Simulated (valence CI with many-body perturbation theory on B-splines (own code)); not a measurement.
**E1 transitions of Tm³⁵⁺**

Computed by relativistic CI+MBPT: six valence electrons over a frozen Dirac-Fock core [Ar] 3d10, a basis of 9 s, 9 p, 8 d, 6 f, 3 g, 1 h functions for each j, with the one-electron correlation potential Σ1, the two-electron term Σ2, the three-electron term Σ3, Breit, model QED; selected CI, second order for the rest (own B-spline code, finite nucleus).

The last digits are not significant, and no measured levels were compared; by estimate large intervals hold to a few tenths of a per cent, small ones and those within an open d or f shell to about a per cent. Among the levels kept, up to 1000 cm⁻¹ of a level comes from second order outside the variational space, and about a tenth of that is noise between levels of different J, which matters for small intervals.

Lines 1 to 50 of 90 in falling wavelength, among levels below 238.58 eV, chosen from the strongest by gf and those to the six lowest levels. Wavelengths and rates use the calculated energies. Electric multipoles are in the length gauge, E1 and E2 with the static RPA response of the core. Weak lines are less certain than strong ones. Lines between different terms over intervals too small for the method are left out, as are lines whose strength nearly cancels. The highest levels of a list are the least certain.

Levels are named by their leading jj configuration (3d3/2^4 stands for four electrons in 3d with j = 3/2), which in mixed levels can hold well under half, so a name can repeat and another be missing. Letters in brackets count levels of one name in rising energy.

```
λ vac (Å)                               Upper                       Lower   A (s⁻¹)  S (a.u.) with core polarisation  S without
     2714      (4s^2 4p1/2^2 4p3/2 4d3/2) J=1          (4s^2 4p3/2^4) J=0  2.89e+03                         8.56e-05   9.11e-05
    444.9            (4s 4p1/2^2 4p3/2^3) J=1          (4s^2 4p3/2^4) J=0  5.91e+06                         7.71e-04   8.21e-04
    332.2      (4s^2 4p1/2^2 4p3/2 4d5/2) J=1          (4s^2 4p3/2^4) J=0  8.46e+06                         4.60e-04   4.90e-04
    201.0  (4s^2 4p1/2 4p3/2^2 4d3/2) J=1 [a]          (4s^2 4p3/2^4) J=0  1.01e+08                         1.21e-03   1.29e-03
    180.6      (4s^2 4p1/2^2 4p3/2 4d3/2) J=2    (4s^2 4p1/2 4p3/2^3) J=2  2.42e+08                         3.52e-03   3.76e-03
    176.5      (4s^2 4p1/2^2 4p3/2 4d3/2) J=1    (4s^2 4p1/2 4p3/2^3) J=2  8.73e+08                         7.10e-03   7.58e-03
    171.8      (4s^2 4p1/2^2 4p3/2 4d3/2) J=3    (4s^2 4p1/2 4p3/2^3) J=2  8.60e+06                         1.51e-04   1.59e-04
    170.5      (4s^2 4p1/2^2 4p3/2 4d3/2) J=2    (4s^2 4p1/2 4p3/2^3) J=1  2.28e+08                         2.79e-03   2.98e-03
    166.8      (4s^2 4p1/2^2 4p3/2 4d3/2) J=1    (4s^2 4p1/2 4p3/2^3) J=1  1.51e+08                         1.04e-03   1.11e-03
    164.0      (4s^2 4p1/2^2 4p3/2 4d3/2) J=0    (4s^2 4p1/2 4p3/2^3) J=1  7.28e+07                         1.58e-04   1.67e-04
    162.6  (4s^2 4p1/2 4p3/2^2 4d5/2) J=1 [a]          (4s^2 4p3/2^4) J=0  1.83e+09                         1.17e-02   1.25e-02
    160.0            (4s 4p1/2^2 4p3/2^3) J=2    (4s^2 4p1/2 4p3/2^3) J=2  2.81e+09                         2.84e-02   3.04e-02
    152.0            (4s 4p1/2^2 4p3/2^3) J=2    (4s^2 4p1/2 4p3/2^3) J=1  3.69e+09                         3.20e-02   3.42e-02
    150.2  (4s^2 4p1/2 4p3/2^2 4d3/2) J=1 [b]          (4s^2 4p3/2^4) J=0  5.84e+08                         2.93e-03   3.12e-03
    137.9  (4s^2 4p1/2 4p3/2^2 4d3/2) J=1 [c]          (4s^2 4p3/2^4) J=0  3.87e+08                         1.50e-03   1.60e-03
    132.5            (4s 4p1/2^2 4p3/2^3) J=1    (4s^2 4p1/2 4p3/2^3) J=2  1.09e+10                         3.76e-02   4.01e-02
    131.3      (4s^2 4p1/2^2 4p3/2 4d5/2) J=2    (4s^2 4p1/2 4p3/2^3) J=2  4.48e+09                         2.50e-02   2.67e-02
    129.6      (4s^2 4p1/2^2 4p3/2 4d5/2) J=3    (4s^2 4p1/2 4p3/2^3) J=2  1.07e+05                         8.04e-07   7.82e-07
    127.6  (4s^2 4p1/2 4p3/2^2 4d5/2) J=1 [b]          (4s^2 4p3/2^4) J=0  1.65e+09                         5.07e-03   5.42e-03
    127.0            (4s 4p1/2^2 4p3/2^3) J=1    (4s^2 4p1/2 4p3/2^3) J=1  3.21e+09                         9.72e-03   1.04e-02
    125.9      (4s^2 4p1/2^2 4p3/2 4d5/2) J=2    (4s^2 4p1/2 4p3/2^3) J=1  6.34e+09                         3.12e-02   3.33e-02
    120.4      (4s^2 4p1/2^2 4p3/2 4d5/2) J=1    (4s^2 4p1/2 4p3/2^3) J=2  8.95e+09                         2.31e-02   2.46e-02
    119.0              (4s 4p1/2 4p3/2^4) J=1          (4s^2 4p3/2^4) J=0  1.00e+10                         2.50e-02   2.67e-02
    115.8      (4s^2 4p1/2^2 4p3/2 4d5/2) J=1    (4s^2 4p1/2 4p3/2^3) J=1  3.49e+09                         8.02e-03   8.55e-03
    97.33  (4s^2 4p1/2 4p3/2^2 4d3/2) J=1 [a]    (4s^2 4p1/2 4p3/2^3) J=2  1.42e+09                         1.93e-03   2.03e-03
    97.02  (4s^2 4p1/2 4p3/2^2 4d3/2) J=2 [a]    (4s^2 4p1/2 4p3/2^3) J=2  1.15e+09                         2.60e-03   2.75e-03
    96.16      (4s^2 4p1/2^2 4p3/2 4d3/2) J=1  (4s^2 4p1/2^2 4p3/2^2) J=0  5.63e+08                         7.41e-04   7.75e-04
    94.68  (4s^2 4p1/2 4p3/2^2 4d3/2) J=3 [a]    (4s^2 4p1/2 4p3/2^3) J=2  4.95e+08                         1.45e-03   1.54e-03
    94.57      (4s^2 4p1/2 4p3/2^2 4d3/2) J=0    (4s^2 4p1/2 4p3/2^3) J=1  1.44e+09                         6.00e-04   6.24e-04
    94.30  (4s^2 4p1/2 4p3/2^2 4d3/2) J=1 [a]    (4s^2 4p1/2 4p3/2^3) J=1  6.81e+08                         8.46e-04   8.87e-04
    94.01  (4s^2 4p1/2 4p3/2^2 4d3/2) J=2 [a]    (4s^2 4p1/2 4p3/2^3) J=1  5.79e+06                         1.19e-05   1.27e-05
    91.73      (4s^2 4p1/2^2 4p3/2 4d3/2) J=2  (4s^2 4p1/2^2 4p3/2^2) J=2  2.70e+09                         5.15e-03   5.41e-03
    90.64      (4s^2 4p1/2^2 4p3/2 4d3/2) J=1  (4s^2 4p1/2^2 4p3/2^2) J=2  1.60e+09                         1.77e-03   1.84e-03
    89.38      (4s^2 4p1/2^2 4p3/2 4d3/2) J=3  (4s^2 4p1/2^2 4p3/2^2) J=2  9.62e+06                         2.37e-05   2.36e-05
    88.75  (4s^2 4p1/2 4p3/2^2 4d3/2) J=2 [b]    (4s^2 4p1/2 4p3/2^3) J=2  5.07e+08                         8.74e-04   9.31e-04
    87.90  (4s^2 4p1/2 4p3/2^2 4d5/2) J=3 [a]    (4s^2 4p1/2 4p3/2^3) J=2  3.59e+08                         8.43e-04   8.89e-04
    87.36  (4s^2 4p1/2 4p3/2^2 4d5/2) J=1 [a]    (4s^2 4p1/2 4p3/2^3) J=2  5.96e+09                         5.89e-03   6.36e-03
    86.22  (4s^2 4p1/2 4p3/2^2 4d3/2) J=2 [b]    (4s^2 4p1/2 4p3/2^3) J=1  1.80e+08                         2.85e-04   3.02e-04
    86.14  (4s^2 4p1/2 4p3/2^2 4d5/2) J=0 [a]    (4s^2 4p1/2 4p3/2^3) J=1  2.00e+10                         6.31e-03   6.76e-03
    86.10            (4s 4p1/2^2 4p3/2^3) J=2  (4s^2 4p1/2^2 4p3/2^2) J=2  5.42e+09                         8.54e-03   9.21e-03
    84.92  (4s^2 4p1/2 4p3/2^2 4d5/2) J=1 [a]    (4s^2 4p1/2 4p3/2^3) J=1  7.37e+06                         6.68e-06   8.74e-06
    83.63  (4s^2 4p1/2 4p3/2^2 4d3/2) J=1 [b]    (4s^2 4p1/2 4p3/2^3) J=2  2.19e+09                         1.90e-03   2.05e-03
    83.54  (4s^2 4p1/2 4p3/2^2 4d3/2) J=2 [c]    (4s^2 4p1/2 4p3/2^3) J=2  2.15e+09                         3.09e-03   3.30e-03
    83.18  (4s^2 4p1/2 4p3/2^2 4d3/2) J=3 [b]    (4s^2 4p1/2 4p3/2^3) J=2  2.47e+09                         4.91e-03   5.18e-03
    81.44            (4s 4p1/2^2 4p3/2^3) J=1  (4s^2 4p1/2^2 4p3/2^2) J=0  1.99e+08                         1.59e-04   1.53e-04
    81.39  (4s^2 4p1/2 4p3/2^2 4d3/2) J=1 [b]    (4s^2 4p1/2 4p3/2^3) J=1  3.94e+09                         3.15e-03   3.32e-03
    81.30  (4s^2 4p1/2 4p3/2^2 4d3/2) J=2 [c]    (4s^2 4p1/2 4p3/2^3) J=1  1.04e+10                         1.38e-02   1.46e-02
    79.80  (4s^2 4p1/2 4p3/2^2 4d5/2) J=2 [a]    (4s^2 4p1/2 4p3/2^3) J=2  1.38e+09                         1.73e-03   1.82e-03
    79.69  (4s^2 4p1/2 4p3/2^2 4d3/2) J=1 [c]    (4s^2 4p1/2 4p3/2^3) J=2  2.78e+09                         2.08e-03   2.21e-03
    78.29  (4s^2 4p1/2 4p3/2^2 4d5/2) J=3 [b]    (4s^2 4p1/2 4p3/2^3) J=2  1.61e+09                         2.67e-03   2.82e-03
```
